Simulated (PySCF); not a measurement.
C₄H₅Cl₂F.

```xyz
12

C     -2.3949     0.1236    -0.8036
C     -1.4997    -0.5716    -0.1018
F     -1.7232    -0.8513     1.1940
C     -0.1972    -1.1211    -0.5919
C      1.0346    -0.2665    -0.3025
Cl     1.2672    -0.0062     1.4525
Cl     0.9504     1.2987    -1.1755
H     -2.2039     0.3554    -1.8517
H     -3.3120     0.4818    -0.3315
H     -0.0310    -2.1073    -0.1258
H     -0.2430    -1.2616    -1.6830
H      1.9437    -0.7648    -0.6634
```
Charge 0, spin multiplicity 1.

The structure is a stationary point at r2SCAN-D4/def2-SVP. This is a generated structure with no PubChem entry under its InChIKey; it may be hypothetical. The values are those of a single conformer.

All values below come from KT2/pcSseg-1 run with PySCF. Non-relativistic, no solvent.

Give the absolute GIAO shielding of each atom: isotropic value and principal components (ppm). (An estimate is asked for; the answer gives what the named calculation found.)


```tsv
atom	σ(iso)	σ11	σ22	σ33	span
C1	87.7	-4.3	115.5	151.8	156.1
C2	22.1	-69.9	63.6	72.5	142.5
F3	230.5	135.7	240.4	315.3	179.6
C4	132.8	125.0	130.0	143.4	18.4
C5	94.0	50.8	112.8	118.3	67.6
Cl6	651.8	358.7	607.6	989.1	630.5
Cl7	655.1	338.1	629.3	997.8	659.7
H8	26.6	23.6	25.2	31.1	7.5
H9	26.1	23.1	24.7	30.6	7.5
H10	28.3	25.0	26.9	33.1	8.0
H11	28.6	25.0	27.3	33.5	8.5
H12	25.0	20.6	24.9	29.4	8.7
```
